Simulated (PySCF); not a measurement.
```xyz
4

F     -0.9265    -1.3110    -0.1574
Ge    -0.0007     0.0032     0.4938
F      1.5980    -0.1486    -0.1615
F     -0.6709     1.4565    -0.1749
```

Charge 0, multiplicity 2.

**Question.** Give the Mulliken and meta-Löwdin atomic charges from PBE-D3(BJ)/def2-TZVP // B3LYP-D3(BJ)/def2-TZVP run with PySCF.

**Answer.** 
| atom | Mulliken (e) | meta-Löwdin (e) |
|---|---|---|
| F1 | -0.28 | -0.43 |
| Ge2 | 0.85 | 1.29 |
| F3 | -0.28 | -0.43 |
| F4 | -0.28 | -0.43 |
